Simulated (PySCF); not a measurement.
H4F2OSi2, singlet, at a GFN2-xTB geometry. Base run: CCSD(T)/def2-SVP (PySCF).

PySCF was given this input:
```python
from pyscf import gto, scf, cc

mol = gto.Mole()
mol.atom = '''
    O    -0.78925999    0.81095077   -1.36203942
    Si   -0.35781682   -0.06572688   -0.08539671
    F    -0.74336833   -1.59853305   -0.38462310
    F    -1.42529929    0.20765253    1.08649939
    Si    1.82324342    0.34619478    0.42082349
    H    -1.66665477    0.78898271   -1.74180188
    H     2.02891960    1.75634343    0.76517673
    H     2.25437275   -0.46040458    1.56814923
    H     2.69947856    0.01884650   -0.70807027
'''
mol.basis = 'def2-svp'
mol.verbose = 4
mol.max_memory = 1800
mol.build()

mf = scf.RHF(mol)
mf.kernel()

mycc = cc.CCSD(mf, frozen=13)
mycc.kernel()
et = mycc.ccsd_t()
print('E(CCSD(T)) = %.10f' % (mycc.e_tot + et))
```

Each row names what was changed in the base input (with any setting that the change needs).

```
change         ΔE vs base (mEh)  MP2 correlation (Eh)  CC correlation without the perturbative part (Eh)  basis functions  core-seconds (rough)
-------------  ----------------  --------------------  -------------------------------------------------  ---------------  --------------------
base                      0.000              -0.74521                                           -0.78217               98                    40
method = cisd               ___                     -                                                  -               98                    10
method = ccsd            14.040              -0.74521                                           -0.78217               98                    20
method = mp2             50.996              -0.74521                                                  -               98                     4
```

### Question
Fill in the missing entries.

### Answer

- method = cisd, ΔE vs base (mEh): 131.5
